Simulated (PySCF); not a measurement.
**Ne⁺: excitation energy**

Ne⁺ [He] 2s2 2p5 (2P) → Ne⁺ [He] 2s1 2p6 (2S), as a difference of total energies. Computed with PySCF 2.14 in aug-cc-pVTZ (5s4p3d2f, 46 functions), with the non-relativistic Hamiltonian (point nucleus). Correlated levels: valence: 1s2 frozen. The calculations carry no spin-orbit coupling.

| method | excitation energy (eV) |
| --- | --- |
| UHF | 29.600 |
| LDA | 22.781 |
| PBE | 23.572 |
| PBE0 | 25.082 |
| r2SCAN | 25.641 |
| M06-2X | 25.774 |
| PBEsol | 23.342 |
| MP2 (valence) | 27.505 |
| SCS-MP2 (valence) | 27.361 |

Question: Estimate what B97-3 gives.

Answer: 25.168 eV, closest to PBE0 among the rows shown.

Question: Estimate what HSE06 gives.

Answer: 25.032 eV, closest to PBE0 among the rows shown.

Errors of the correlated levels include the incompleteness of this basis and the frozen core.

For comparison: 26.878 eV (measured; NIST levels, between the centres of gravity of the two terms).
